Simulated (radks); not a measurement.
Task: These are the eigenvalues of the occupied orbitals of an atom or ion with whole-number occupations (Ry). Method: scalar-relativistic Kohn-Sham, LDA (Slater exchange, Perdew-Wang correlation), spin-polarised, spherical densities, point nucleus; computed with a radial shooting solver on a logarithmic mesh with Libxc functionals.

1s: -2227.082
2s: -340.8255
2p: -306.3825
3s: -68.54130
3p: -57.31225
3d: -40.12525
4s: -13.09134
4p: -9.64263
4d: -4.62681
5s: -2.89550

Which element is it, and in what charge state? The configuration may be excited. Open shells, if any, are filled with parallel spins first.

Result: Z = 51, antimony, charge +3: Sb3+ in [Kr] 4d10 5s2. The list shows which subshells hold electrons but not how many an open one holds; the 1s level, -1113.5 hartree, gives Z - s = 47.2 by -(Z - s)^2/2, which with screening and relativity narrows Z to a few neighbours, and the depths of the outer levels then fix element, charge and occupations together.
